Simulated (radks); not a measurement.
Values are calculated unless marked as measured or tabulated.
Charge is removed step by step from the 5p level of Gd2+, starting from [Xe] 4f7 5d1. Level of theory: scalar-relativistic Kohn-Sham, SCAN, spin-unpolarised, spherical densities, finite nucleus; meta-GGA in the generalised Kohn-Sham scheme; Fermi nuclear charge, rms radius 5.1569 fm (a radial shooting solver on a logarithmic mesh with Libxc functionals).

removed (e)  E - E(0) (eV)  eigenvalue (eV)  E minus straight line (eV)
0                    0.000          -41.646                       0.000
0.1                  4.216          -42.863                      -0.565
0.2                  8.569          -44.089                      -0.994
0.3                 13.027          -45.324                      -1.318
0.4                 17.624          -46.568                      -1.503
0.5                 22.342          -47.820                      -1.566
0.6                 27.184          -49.080                      -1.506
0.7                 32.149          -50.348                      -1.323
0.8                 37.238          -51.623                      -1.015
0.9                 42.472          -52.906                      -0.563
1                   47.816          -54.197                       0.000

Removing the whole electron costs 47.816 eV by Delta-SCF, against 41.646 eV from minus the eigenvalue at the starting occupation. Slater's transition state (half an electron removed) gives 47.820 eV. Integrating minus the eigenvalue over the occupation (Janak's theorem) gives 47.854 eV. In this scalar-relativistic scheme the density is built from large components alone, so the theorem holds only approximately. The mean slope of the eigenvalue, de/dn, is 12.6 eV per electron.
